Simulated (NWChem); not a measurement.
# C₄H₇N; SMILES C=C1CNC1

```xyz
12

C      0.0673    -1.9374     0.0000
C     -0.0149    -0.6128     0.0000
C     -0.0455     0.4710     1.0660
N      0.2046     1.4838     0.0000
C     -0.0455     0.4710    -1.0660
H      0.1022    -2.5065     0.9259
H      0.1022    -2.5065    -0.9259
H      0.7347     0.4351     1.8376
H     -1.0224     0.5575     1.5683
H     -0.4591     2.2544     0.0000
H     -1.0224     0.5575    -1.5683
H      0.7347     0.4351    -1.8376
```
Atoms are numbered in this order, from 1.

Geometry: optimised at B3LYP/6-31G* (spherical d).

Task: Give the principal values of the shielding tensors (ppm) of C1, C2, C3, N4 from B3LYP/6-311G** (spherical d), GIAO (NWChem), with their diamagnetic and paramagnetic parts as GIAO splits them.

Result: 
```json
[
 {"atom": "C1", "σ11": "-35.4", "σ22": "95.7", "σ33": "162.6", "isotropic": "74.3", "diamagnetic": "254.3", "paramagnetic": "-180.0"},
 {"atom": "C2", "σ11": "-81.8", "σ22": "21.2", "σ33": "134.4", "isotropic": "24.6", "diamagnetic": "254.8", "paramagnetic": "-230.2"},
 {"atom": "C3", "σ11": "95.4", "σ22": "119.4", "σ33": "154.8", "isotropic": "123.2", "diamagnetic": "244.7", "paramagnetic": "-121.5"},
 {"atom": "N4", "σ11": "189.6", "σ22": "248.1", "σ33": "254.2", "isotropic": "230.6", "diamagnetic": "312.1", "paramagnetic": "-81.5"}
]
```
